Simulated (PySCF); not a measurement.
An unknown gives this computed stick spectrum. Method: TDDFT PBE0/def2-SVPD, vertical, gas phase, core orbitals frozen in the response in PySCF. Geometries: GFN2-xTB, one conformer each.

```json
{"state": "S1", "E (eV)": "5.23", "f": "0.0013"}
{"state": "S2", "E (eV)": "5.66", "f": "0.238"}
{"state": "S3", "E (eV)": "6.56", "f": "0.0000"}
{"state": "S4", "E (eV)": "6.64", "f": "0.345"}
{"state": "S5", "E (eV)": "6.90", "f": "0.522"}
{"state": "S6", "E (eV)": "7.09", "f": "0.0000"}
{"state": "S7", "E (eV)": "7.24", "f": "0.0005"}
{"state": "S8", "E (eV)": "7.41", "f": "0.0023"}
```

Triplets computed (Tamm–Dancoff): 3.76, 4.56, 4.67 eV.

Task: Which structure fits?
A. `[SiH3]c1ccc(cn1)F`
B. `CNC1=CC=CC=C1`
C. `N#Cc1ccc(F)cc1`

Result: C. Its S1, at 5.23 eV, is the highest among the candidates; the nearest of the others has S1 at 4.70 eV. S1 is HOMO→LUMO+1 (60%), HOMO-1→LUMO (40%). Löwdin shares by element: HOMO carbon 35% or more, nitrogen 14%, fluorine 9% (atoms not listed hold the other 41%); LUMO carbon 45% or more, nitrogen 12% (atoms not listed hold the other 43%). At the same level the other candidates give, for their lowest levels:
- `CNc1ccccc1`: 4.70 eV (f 0.040); 5.32 eV (f 0.004); 5.51 eV (f 0.214); 5.93 eV (f 0.008); 6.09 eV (f 0.004); T1 3.80 eV; HOMO -5.71, LUMO -0.01 eV
- `Fc1ccc([SiH3])nc1`: 4.54 eV (f 0.003); 5.01 eV (f 0.000); 5.38 eV (f 0.068); 6.18 eV (f 0.124); 6.88 eV (f 0.000); T1 3.83 eV; HOMO -7.53, LUMO -1.32 eV
